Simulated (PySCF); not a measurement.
Te²⁺: ionisation energy

Te²⁺ [Kr] 4d10 5s2 5p2 (3P) → Te³⁺ [Kr] 4d10 5s2 5p1 (2P), as a difference of total energies. All numbers are calculated (PySCF 2.14, scalar relativity by spin-free X2C-1e, in ANO-RCC-VTZP (7s6p4d2f1g, 68 functions)). Correlated levels: valence: [Kr] 4d10 frozen; valence and next inner shell: [Ar] 3d10 frozen. The calculations carry no spin-orbit coupling.

| method | ionisation energy (eV) |
| --- | --- |
| UHF | 27.071 |
| LDA | 27.812 |
| PBE | 27.560 |
| PBE0 | 27.639 |
| r2SCAN | 27.768 |
| BHandHLYP | 27.552 |
| HSE06 | 27.631 |
| M06-2X | 27.605 |
| MP2 (valence) | 27.395 |
| SCS-MP2 (valence) | 27.336 |
| MP2 (valence and next inner shell) | 27.632 |
| SCS-MP2 (valence and next inner shell) | 27.509 |

Task: How much does correlation contribute at MP2 (valence and next inner shell)?

Result: 27.632 − (27.071) = 0.561 eV, measured against UHF.

A first-order spin-orbit estimate (lowest level to lowest level, LS coupling) adds -0.084 eV.

Errors of the correlated levels include the incompleteness of this basis and the frozen core.

For comparison: 27.84 ± 0.04 eV (measured; NIST Atomic Spectra Database, ionization energies).
